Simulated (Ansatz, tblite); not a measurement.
(ZnSe)n: gap (eV) at several levels, gas phase, relaxed structures; Ansatz, xTB through tblite. Clusters are the lowest isomers that short searches found in that spin, judged at the geometry's level. The structures are stationary points that may keep the symmetry of their start.

```json
{"species": "(ZnSe)2 ring (Zn2Se2)", "state": "singlet", "geometry": "r2SCAN-D4/def2-SVP", "GFN1-xTB": "2.57", "GFN2-xTB": "2.15", "PBE-D4/def2-TZVP": "1.60", "r2SCAN-D4/def2-TZVP": "1.99", "PBE0-D4/def2-SVP": "3.36", "PBE0-D4/def2-TZVP": "3.33"}
{"species": "(ZnSe)4 cube (Zn4Se4)", "state": "singlet", "geometry": "PBE-D4/def2-SVP", "GFN1-xTB": "3.26", "GFN2-xTB": "2.95", "PBE-D4/def2-TZVP": "2.51", "r2SCAN-D4/def2-TZVP": "2.95", "PBE0-D4/def2-SVP": "4.27", "PBE0-D4/def2-TZVP": "4.21"}
{"species": "Zn3Se3", "state": "singlet", "geometry": "PBE-D4/def2-SVP", "GFN1-xTB": "4.11", "GFN2-xTB": "3.50", "PBE-D4/def2-TZVP": "2.84", "r2SCAN-D4/def2-TZVP": "3.30", "PBE0-D4/def2-SVP": "4.86", "PBE0-D4/def2-TZVP": "4.62"}
```

Over the 3 species that have every level, the mean is 3.31 at GFN1-xTB, 2.87 at GFN2-xTB, 2.32 at PBE-D4/def2-TZVP, 2.75 at r2SCAN-D4/def2-TZVP, 4.16 at PBE0-D4/def2-SVP, 4.05 at PBE0-D4/def2-TZVP. Orbital gaps grow with the share of exact exchange and aren't one observable across functionals.
